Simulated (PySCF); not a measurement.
CH₆FNOSi₂, SMILES O1C[SiH2]N[Si@@H]1F. Coordinates come from a PBE-D3(BJ)/def2-SVP optimisation. The structure was generated by enumeration; whether it is a known compound was not checked. Other conformers were not sampled.

### Question
Give the equilibrium geometry at PBE-D3(BJ)/def2-SVP (PySCF confirms it by a frequency run) as Cartesian coordinates in Å. (An estimate is asked for; the answer gives what the named calculation found.)

### Answer
One answer among several that fit: 
```xyz
12

F     -2.1831    -0.5135     0.7159
Si    -1.1090    -0.0259    -0.4197
N     -0.0994     1.2551     0.1649
Si     1.5767     0.7651     0.3746
C      1.3241    -1.0750    -0.1620
O      0.0155    -1.2210    -0.7350
H     -1.9322     0.2560    -1.6267
H     -0.4544     2.1765     0.4275
H      2.0701     0.8943     1.7926
H      2.5320     1.5270    -0.5092
H      2.0778    -1.3953    -0.9127
H      1.4345    -1.7544     0.7136
```
